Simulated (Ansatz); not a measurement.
Cost and result for the atomization energy of C2H3FOSi (`C#C[SiH](O)F`) (8 atoms, 7 bonds).

Charge 0, multiplicity 1. All single points use the PBE0-D4/def2-TZVP geometry. It is one conformer, not always the lowest. Program: Ansatz. All runs use 2 threads of an Arm Neoverse V1 on a shared host. Times are those of one run each, without the atoms' runs, and a repeat can differ threefold. Electronic energies, without spin–orbit coupling; frozen cores. CCSD(T)/CBS adds CCSD(T) − MP2 in def2-TZVPP to the MP2 limit, and its time is that of the two runs behind it. T1 = 0.013. HSE06 is the plane-wave form, built on full-range PBE exchange.

CCSD(T)/CBS is a level of theory with its own doubt, some kJ/mol a heavy atom from the limit and from the frozen cores, so smaller differences don't rank the functionals.

```tsv
level	functions	atomization (kJ/mol)	difference from CCSD(T)/CBS	per bond
CCSD(T)/def2-SVP	89	3215.5	-252.8	-36.1
PBE0-D4/def2-TZVPP	208	3431.6	-36.7	-5.2
PBE-D4/def2-TZVPP (with forces)	208	3520.5	52.2	7.5
HSE06-D4/def2-TZVPP	208	3434.5	-33.8	-4.8
BHLYP-D4/def2-TZVPP	208	3311.5	-156.8	-22.4
LDA (SPW92)/def2-TZVPP	208	3956.5	488.2	69.7
r2SCAN-D4/def2-TZVPP (with forces)	208	3456.6	-11.7	-1.7
revPBE-D4/def2-TZVPP	208	3418.5	-49.8	-7.1
ωB97X-V/def2-TZVPP	208	3446.9	-21.4	-3.1
CCSD(T)/def2-TZVPP	208	3364.6	-103.7	-14.8
B97M-V/def2-TZVPP	208	3450.9	-17.4	-2.5
MP2/def2-QZVPP	388	3548.7	80.4	11.5
CCSD(T)/CBS(def2)	–	3468.3	0.0	0.0
```

Question: Order the runs by time, with rough figures. (Estimate.)

Answer: Computed: LDA (SPW92)/def2-TZVPP 1.6 s; revPBE-D4/def2-TZVPP 2.5 s; PBE-D4/def2-TZVPP (with forces) 3.1 s; PBE0-D4/def2-TZVPP 3.4 s; BHLYP-D4/def2-TZVPP 3.7 s; HSE06-D4/def2-TZVPP 3.9 s; CCSD(T)/def2-SVP 4.5 s; r2SCAN-D4/def2-TZVPP (with forces) 6.5 s; ωB97X-V/def2-TZVPP 9.5 s; B97M-V/def2-TZVPP 11 s; MP2/def2-QZVPP 23 s; CCSD(T)/def2-TZVPP 2.1 min; CCSD(T)/CBS(def2) 2.4 min.

From BLYP to BHLYP (50 % exact exchange), in def2-TZVPP and without D4, the atomization energy moves by −127.7 kJ/mol: exact exchange takes away binding that semilocal exchange gives to molecules. In def2-TZVPP, CCSD(T) changes the Hartree–Fock value by +859.3 kJ/mol (the triples alone add +62.6 kJ/mol) and MP2 by +980.8 kJ/mol; breaking electron pairs costs correlation energy, which Hartree–Fock lacks. Leaving LDA and LC-ωPBE aside and taking each functional with its dispersion term where it has one, the values spread over 209.0 kJ/mol, from BHLYP-D4 to PBE-D4. LDA lies +451.0 kJ/mol from PBE without D4, its usual overbinding.
